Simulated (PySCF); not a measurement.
# Static response to an electric field

Ge(vinyl)(NHEt)3, C₈H₂₁GeN₃.
Structure used (PBE0-D3(BJ)/def2-SVP), in Å, numbered top down from 1:
```
atom  x, y, z in Å
Ge1    0.3478    0.1026    0.1929
C2     0.1936   -0.0126    2.1248
C3     1.2340   -0.3505    2.8933
H4    -0.7747    0.1955    2.5968
H5     2.2117   -0.5709    2.4494
H6     1.1581   -0.4229    3.9847
N7     2.1341    0.2494   -0.1602
C8     2.6622   -0.0315   -1.4774
C9     2.5670    1.1215   -2.4696
H10    2.6331    0.9825    0.3341
H11    3.7149   -0.3591   -1.3916
H12    2.1084   -0.9002   -1.8718
H13    1.5158    1.4157   -2.6160
H14    2.9904    0.8472   -3.4495
H15    3.1176    2.0045   -2.1042
N16   -0.5701    1.4641   -0.6305
C17   -1.9956    1.6611   -0.4956
C18   -2.4238    2.5169    0.6898
H19   -0.0488    2.3307   -0.7220
H20   -2.4003    2.1061   -1.4247
H21   -2.4687    0.6661   -0.4205
H22   -2.0972    2.0705    1.6421
H23   -3.5185    2.6367    0.7262
H24   -1.9799    3.5239    0.6275
N25   -0.3086   -1.3934   -0.6083
C26   -0.5052   -2.6707    0.0319
C27   -1.9075   -2.8884    0.5841
H28   -0.8805   -1.2315   -1.4303
H29   -0.2582   -3.4891   -0.6710
H30    0.2258   -2.7621    0.8527
H31   -2.1455   -2.1336    1.3505
H32   -2.0132   -3.8856    1.0413
H33   -2.6625   -2.8048   -0.2148
```

Level: PBE0/def2-SVPD (PySCF), static field, nuclei fixed, core orbitals frozen in the response. The polarisability tensor in these axes (au):

```
x   158.74  -3.48  -1.82
y    -3.48 147.27  -6.13
z    -1.82  -6.13 153.87
```

Question: Diagonalise the tensor; give its mean and Δα, where Δα² is half the sum of the squared differences of the eigenvalues.

Answer: Principal values 142.66, 157.52 and 159.72 au; mean 153.30 au = 22.72 Å³ = 25.28 × 10⁻⁴⁰ C²·m²/J; Δα = 16.08 au (10 % of the mean).

Question: What is the dipole moment, and where does it point?

Answer: (-0.42, 0.69, 0.42) D, 0.91 D in size, pointing from the negative to the positive side. Measured along this direction, the outermost atoms are H29 at the negative end and H23 and H24 at the positive end.

Question: What are the principal values of the traceless quadrupole moment, Θ = ½Σq(3rr − r²1), about the centre of nuclear charge?

Answer: -2.77, -0.90, 3.67 D·Å. The values depend on the origin, since the dipole doesn't vanish. The electronic extent ⟨r²⟩ about the same centre is 3049 bohr², a root-mean-square distance of 2.65 Å for the 122 electrons.

Question: Along which axes do the principal values lie, and how far do the nuclei extend along each?

Answer: Largest value along (0.97, -0.25, -0.04), where the nuclei span 7.83 Å; middle along (-0.10, -0.49, 0.87), 7.25 Å; least along (0.24, 0.84, 0.50), 6.10 Å. The response follows the extents in order.

Question: Find the Langevin capture rate constant for H3+ (3.023 u) meeting this molecule (233.095 u), k = 2.342 × 10⁻⁹ cm³/s × √(α in Å³ / reduced mass in u).

Answer: The reduced mass is 2.98 u, so k = 6.46 × 10⁻⁹ cm³/s. The formula leaves out the permanent dipole, which adds to the capture rate.

Question: What would n − 1 = 2πNα be for an ideal gas of these molecules at 273.15 K and 1 atm, electronic part alone?

Answer: N = p/kT = 2.6868 × 10¹⁹ cm⁻³, so n − 1 = 2π × N × 22.72 × 10⁻²⁴ cm³ = 3835 × 10⁻⁶ at long wavelengths, for an ideal gas.

Question: Rayleigh depolarisation ratio (linearly polarised light, static tensor)?

Answer: ρ = 3Δα²/(45ᾱ² + 4Δα²) = 775.4/(1057503 + 1033.9) = 0.000733.

The structure is a single PBE0-D3(BJ)/def2-SVP conformer in the gas phase; no vibrational or solvent corrections. The calculation is non-relativistic, for germanium too.

These values come from a run that also computed excited states. Time: 2.7 min wall, 5.8 min CPU (grids of density and orbitals included); peak memory 3.4 GiB. Hardware: an Intel Xeon 6975P-C with 2 threads, no GPU, on a shared host.
